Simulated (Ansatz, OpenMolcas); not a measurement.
## How basis sets differ on C3H9In (trimethylindium (TMIn))

The species is C3H9In (13 atoms), meant as a singlet with charge 0. SMILES: `[CH3][In]([CH3])[CH3]`. The shape is that of a PBE0-D4/def2-TZVP optimisation.

Quantity: the HOMO–LUMO gap, in eV. The values are calculated.

| level | kind | program | value (eV) | CPU time |
| --- | --- | --- | --- | --- |
| HF/ANO-RCC-MB (DKH2) | Hartree–Fock | OpenMolcas | 12.09 | 7.3 s |
| HF/STO-3G | Hartree–Fock | OpenMolcas | 13.95 | 2.7 s |
| HF/3-21G | Hartree–Fock | Ansatz | 11.45 | 2.6 s |
| HF/def2-SVP (RICD fitting, core potential) | Hartree–Fock | OpenMolcas | 11.41 | 3 s |
| HF/def2-SVP (core potential) | Hartree–Fock | Ansatz | 11.41 | 6.5 s |

All-electron rows without a relativistic Hamiltonian named are non-relativistic, while core potentials hold scalar relativity, so basis and relativity change together. The values span 11.41 to 13.95 eV. A Hartree–Fock LUMO above zero doesn't converge with the basis: it sinks as sets grow more diffuse. Orbital gaps aren't excitation energies. Times are those of the runs behind each value, whatever else they computed, on shared processors of several kinds: orders of magnitude only.
